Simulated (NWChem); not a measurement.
GaH₂OCl; SMILES [GaH]([OH])[Cl]

```xyz
5

Ga    -0.3650     0.4019     0.0000
H     -1.8671     0.7951     0.0000
Cl     0.2580    -1.6443     0.0000
O      1.0047     1.5296     0.0000
H      0.7583     2.4605     0.0000
```
Atoms are numbered in this order, from 1.

Computed with NWChem. Structure relaxed at the PBE0/def2-SVP level.

For level HCTH/407/def2-TZVP:

```
Item                         Result
---------------------------  ------
highest occupied level (eV)   -7.60
orbital gap (eV)               5.62
```

Question: Estimate the same quantities for level PBE/def2-TZVP.

Answer: The highest occupied level (eV) is -7.41. The orbital gap (eV) is 5.50.
